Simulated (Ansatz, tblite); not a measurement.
Cost and result up the ladder for [Cr(H2O)4]2+ (CrO4H8²⁺) (13 atoms). The state is a quintet with charge 2. Geometry: B3LYP-D4/def2-SVP.

```xyz
13

Cr    0.001    0.000    0.000
O     1.455    1.376    0.407
H     1.380    2.343    0.312
H     2.359    1.189    0.722
O     0.437   -0.973    1.743
H     0.505   -1.937    1.867
H     0.611   -0.559    2.608
O    -1.456   -1.375   -0.403
H    -2.120   -1.718    0.224
H    -1.623   -1.807   -1.261
O    -0.434    0.969   -1.745
H     0.209    1.322   -2.387
H    -1.324    1.169   -2.090
```

Ansatz on 4 threads of Intel Xeon 6975P-C on a shared host; xTB runs through tblite on one thread. Times are rough, summed over both states, and most runs start from the orbitals of an earlier one. PBE0-D4/def2-TZVP serves as the yardstick here, not as an exact answer. Differences are given only for rows in sets of like size (and for xTB, whose basis is part of the method), since another set adds its own error. The other state is a quartet.

The xTB rows come from tblite. Correlated methods freeze 9 core orbitals; core or outer-core shells of Cr are correlated, in sets that lack core-valence functions. The rows differ in basis, and correlated rows in double-zeta sets carry the largest basis error.

Run but left out: PBE-D4/def2-TZVP (charge +3 quartet: an occupied level 0.02 eV above an empty one).

Correlated methods converge slowly with the basis, most of all in double-zeta sets.

Raw xTB energies of ions are shifted by several eV, and xTB has no spin-polarisation term.

```json
{"level": "GFN2-xTB", "functions": "33", "wall time": "0.015 s", "vertical IE (eV)": "22.18", "difference from PBE0-D4/def2-TZVP (eV)": "2.33"}
{"level": "GFN1-xTB", "functions": "41", "wall time": "0.017 s", "vertical IE (eV)": "25.08", "difference from PBE0-D4/def2-TZVP (eV)": "5.24"}
{"level": "PBE0-D4/def2-TZVP", "functions": "217", "wall time": "16 s", "vertical IE (eV)": "19.85", "difference from PBE0-D4/def2-TZVP (eV)": "0.00"}
{"level": "r2SCAN-D4/def2-TZVP", "functions": "217", "wall time": "26 s", "vertical IE (eV)": "19.45", "difference from PBE0-D4/def2-TZVP (eV)": "-0.40"}
{"level": "CCSD(T)/def2-SVP", "functions": "127", "wall time": "54 s", "vertical IE (eV)": "20.23", "difference from PBE0-D4/def2-TZVP (eV)": "–"}
```
